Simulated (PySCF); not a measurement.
## Structure elucidation problem

Molecular formula: C$_{8}$H$_{6}$OP$_{2}$. Simulated spectra:

¹H NMR (400 MHz, computed): δ 10.98 (m, 1H), 10.34 (m, 1H), 5.17 (s, 1H), 3.43 (m, 3H).

¹³C{¹H} NMR (computed): δ 203.3, 193.4, 181.8, 166.8, 133.7, 118.5, 91.0, 25.6.

- GFN2-xTB structure
- shieldings: GIAO PBE0/pcSseg-1
- run in PySCF 2.14.0 with density-fitted response routines
- no solvent, relativity neglected, equivalent nuclei averaged, one conformer

Shifts are taken against calculated references (same method and geometry level): ¹H (σ = 31.72 ppm) and ¹³C (σ = 186.93 ppm) against TMS.

What is the structure?

Results:


- 8 carbon signals for 8 carbons: no two carbons are equivalent.
- Carbon types of the structure: 4 × C, 3 × CH, 1 × CH3, which accounts for all hydrogens.
- δC 203.3, 181.8, 133.7: substituted aromatic carbon.
- δC 193.4: aldehyde carbonyl carbon; low-lying n→π* states of the double bond to the heteroatom give a large paramagnetic term (-250 ppm).
- δC 166.8: aromatic CH.
- δC 118.5: terminal alkyne carbon.
- δC 91.0: alkyne carbon; the triple bond shields along its axis, which puts it between sp3 and sp2 carbons.
- δH 10.98: hydrogen on an aldehyde carbonyl carbon; deshielded by the polar, anisotropic C=O bond.
- δH 10.34: hydrogen on an aromatic CH; ring current plus the deshielding of an ortho carbonyl group.

The compound is SMILES C#Cc1pcc(C=O)c(C)p1.

This is the structure that produced the data.

Splittings by ³¹P in the carbon and heteronuclear signals aren't shown, as no couplings were computed. Shifts are as computed. Against solution values, carbons near 30 ppm lie about +3 ppm off and those near 130 ppm about +5 ppm. Of 1211 compounds with measured shifts, 218 miss one by over three times the rms of a fit or turn the order of signals round; such compounds aren't used in these exercises. Multiplicities follow the n + 1 count of equivalent neighbours, as no J values were calculated; m marks all less simple cases, F and P coupling included.
